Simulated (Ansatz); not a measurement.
Pulling on the C2–H7 bond in C2H6Ge (SMILES C=[CH][GeH3]) (multiplicity 1 held, fragments rigid). Energies count from the point at 1.087 Å.
Geometry at that point (charge 0, multiplicity 1):
```
atom    x (Å)    y (Å)    z (Å)
----  -------  -------  -------
Ge     0.6675  -0.2297  -0.1139
C     -1.0351   0.7164  -0.1529
C     -2.0617   0.4047   0.6306
H      0.9740  -0.8473  -1.4915
H      0.5865  -1.3438   0.9445
H      1.8143   0.7362   0.2397
H     -1.1413   1.5395  -0.8542
H     -3.0008   0.9473   0.5901
H     -2.0124  -0.4068   1.3489
```

R- and RO- levels are restricted; in cc, def2 and unpolarised 6-31G sets they are followed outwards from rest. Unrestricted levels (U-) break spin symmetry where that is lower. Active spaces are followed from a long bond inwards. Curves can end on different states.

Correlated levels freeze the cores. Filled d and f shells under p-block atoms count as core.

Programs: Ansatz (Gaussian basis) for Hartree–Fock, density functionals and correlated methods. Values without a source in brackets are computed.

Energies in kJ/mol.

```tsv
R (Å)	U-CCSD/cc-pVDZ	R-CCSD(T)/cc-pVDZ	U-CCSD(T)/cc-pVDZ	FIC-MRCISD on CASSCF(2,2)/cc-pVDZ	FIC-MRCISD+Q on CASSCF(2,2)/cc-pVDZ
0.869	143	144	144	143	144
0.978	32	32	32	32	32
1.087	0	0	0	0	0
1.195	12	11	11	11	11
1.304	46	45	45	45	45
1.467	116	113	113	113	113
1.630	190	184	185	184	184
1.901	304	286	295	286	286
2.173	385	358	376	358	359
2.499	433	406	430	410	411
2.934	449	421	451	440	441
3.477	453	400	455	450	452
```

Doubts at one or more of the structures used: a spin-contaminated determinant (U-CCSD/cc-pVDZ, U-CCSD(T)/cc-pVDZ); T1 above 0.05 (U-CCSD/cc-pVDZ, R-CCSD(T)/cc-pVDZ, U-CCSD(T)/cc-pVDZ); the program's own flag: large difference (U-CCSD/cc-pVDZ, U-CCSD(T)/cc-pVDZ); a restricted determinant that unrestricted orbitals would lower (R-CCSD(T)/cc-pVDZ); other coupled-cluster roots lie near (R-CCSD(T)/cc-pVDZ).

Ansatz is an electronic-structure program.
